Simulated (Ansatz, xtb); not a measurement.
# Relative energy of two isomers of FGaH2O2S

We compare X, `O[S][Ga]([OH])[F]`, a singlet, with Y, `[OH][Ga]([OH])[S]F`, a singlet. Both are isolated molecules in the gas phase, relaxed with B3LYP/6-31G*; the shapes shown needn't be the lowest conformers.

X (Å):

```tsv
atom	x (Å)	y (Å)	z (Å)
F	-2.2917	-3.5119	-0.3866
Ga	-1.7257	-2.4519	0.8984
O	-1.6687	-3.1307	2.5581
O	-1.1425	-0.3523	-1.2203
S	-1.1518	-0.3434	0.4875
H	-1.9746	-4.0528	2.5548
H	-2.0313	-0.0735	-1.5021
```

Y (Å):

```xyz
7

F    -2.1623   -2.6497   -0.5135
Ga   -3.3623   -1.4830    1.8475
O    -3.0903    0.0860    1.0179
O    -4.1218   -1.5406    3.4691
S    -2.7549   -3.3948    0.8651
H    -2.6720   -0.0676    0.1544
H    -4.3327   -0.6427    3.7734
```

Quicker runs give these differences E(Y) − E(X): GFN2-xTB +46.4 kJ/mol; HF/STO-3G −45.6 kJ/mol (at GFN2-xTB geometries); r2SCAN-D4/def2-SVP +47.8 kJ/mol (at GFN2-xTB geometries).

Problem. Which of the two would you expect CCSD(T)/def2-SVP + ΔMP2/def2-TZVPP electronic energies to favour?

Solution. Structure X; the calculation gives E(Y) − E(X) = +43.3 kJ/mol.

How the difference moves with the method:

| level | geometry | E(Y) − E(X) (kJ/mol) | departure from the last row (kJ/mol) | job, with rough time for the two |
| --- | --- | --- | --- | --- |
| GFN2-xTB | GFN2-xTB | +46.4 | +3.1 | optimisation, 1.3 s |
| HF/STO-3G | GFN2-xTB | −45.6 | −88.9 | single point, 2.6 s |
| r2SCAN-D4/def2-SVP | GFN2-xTB | +47.8 | +4.5 | single point, 11 s |
| B3LYP/6-31G* | B3LYP/6-31G* | +50.5 | +7.2 | optimisation, 3.9 min |
| HF/def2-SVP | B3LYP/6-31G* | +48.5 | +5.2 | part of the CCSD(T) run |
| MP2/def2-SVP | B3LYP/6-31G* | +49.1 | +5.7 | part of the CCSD(T) run |
| CCSD(T)/def2-SVP | B3LYP/6-31G* | +46.7 | +3.3 | single point |
| CCSD(T)/def2-SVP + ΔMP2/def2-TZVPP | B3LYP/6-31G* | +43.3 |  | single point, 1.9 min |

As drawn, Y has 1 Ga–O, 1 F–S in place of 1 O–S, 1 F–Ga.

HF/STO-3G puts the two in the other order. The largest departure from CCSD(T)/def2-SVP + ΔMP2/def2-TZVPP is that of HF/STO-3G, 88.9 kJ/mol. The last row adds to CCSD(T) the change of the MP2 difference between the two basis sets, here −3.3 kJ/mol.

With harmonic frequencies from B3LYP/6-31G* (ideal gas, rigid rotor, one conformer each, 298.15 K, 1 atm): the zero-point term adds −1.9 kJ/mol; ΔH is +41.7 and ΔG +41.2 kJ/mol.

The correlated steps freeze 17 core orbitals; the filled d shell of Ga is correlated, in a basis made for valence electrons. Mirror images aren't counted in ΔG. Programs: Ansatz 0.2.0, xtb 6.7.1; the last row on 1 thread of Intel(R) Xeon(R) Processor @ 2.50GHz (Skylake/Cascade Lake) on a shared host.
